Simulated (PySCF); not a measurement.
IrO₃⁻, triplet: data card

Level of theory: UB3LYP/[Ir def2-SVPD with ECP60, O def2-SVPD], scalar-relativistic core potentials, density fitting, no spin–orbit coupling, PySCF.

The structure is a minimum.

Coordinates in bohr (charge -1 multiplicity 3):
```
Ir    0.0000    0.0000    0.0000
O     3.3323    0.0000    0.0000
O    -1.6661    2.8858    0.0000
O    -1.6661   -2.8858    0.0000
```

```
Point group                                                                   : D3h
Bond lengths                                                                  : Ir–O 1.763 Å (×3)
Bond angles                                                                   : O–Ir–O 120.0° (×3)
Heat capacity Cp at 298.15 K                                                  : 62.0 J/(mol K)
Lowest empty level (β)                                                        : 1.96 eV
Dipole moment about the centre of mass                                        : 0.00 D
Principal quadrupole moments (Buckingham, traceless) about the centre of mass : -4.96, -4.96, 9.92 D Å
Rotational constants                                                          : 0.226, 0.226, 0.113 cm⁻¹
Spin squared ⟨S²⟩                                                             : 2.015
Entropy at 298.15 K and 1 bar (electronic part: spin only)                    : 299.5 J/(mol K)
Principal polarisabilities                                                    : 43.5, 64.8, 64.8 bohr³
Highest occupied level (α)                                                    : -1.52 eV
Zero-point energy                                                             : 20.2 kJ/mol
Rotational symmetry number                                                    : 6
Enthalpy at 298.15 K above 0 K                                                : 14.11 kJ/mol
```

Harmonic modes (masses in u: Ir 192.963, O 15.995):
| symmetry | ω (cm⁻¹) | IR (km/mol, summed over degenerate members) |
| --- | --- | --- |
| a2'' | 233 | 9.5 |
| e' | 276 | 3.1 |
| e' | 848 | 371 |
| a1' | 897 | 0.0 |

In D3h the vibrations span a2'' + 2e' + a1'. The a1' mode carries no infrared intensity, as symmetry demands.

Charges (e); Mulliken and Löwdin values are unreliable with diffuse functions:
| atom | Mulliken | Löwdin | polar tensor | spin (Mulliken) | Mayer order to Ir1 |
| --- | --- | --- | --- | --- | --- |
| Ir1 | 1.32 | 0.92 | 0.90 | 0.97 | – |
| O2,3,4 | -0.77 | -0.64 | -0.63 | 0.34 | 1.24 |

Mulliken populations on Ir1 (electrons outside its core potential): s 2.97, p 5.98, d 6.63, f 0.10.

Formally Ir is in oxidation state +5, d4, with 2 unpaired electrons (the high-spin count would be 4). The Mulliken spin on Ir is 0.97, so most of the spin sits on the ligands and the formal count fails. The polar-tensor charge on Ir, 0.90, is far below the formal one.

Only a few start shapes were tried, so a lower isomer may exist. Other spin states or occupations of the open shell can lie lower. The lowest empty level of this anion is unbound, so it and the gap depend on the basis. With an element this heavy the missing spin–orbit coupling can shift these numbers.

The final relaxation and frequency run took about 6 core-minutes on a shared host.
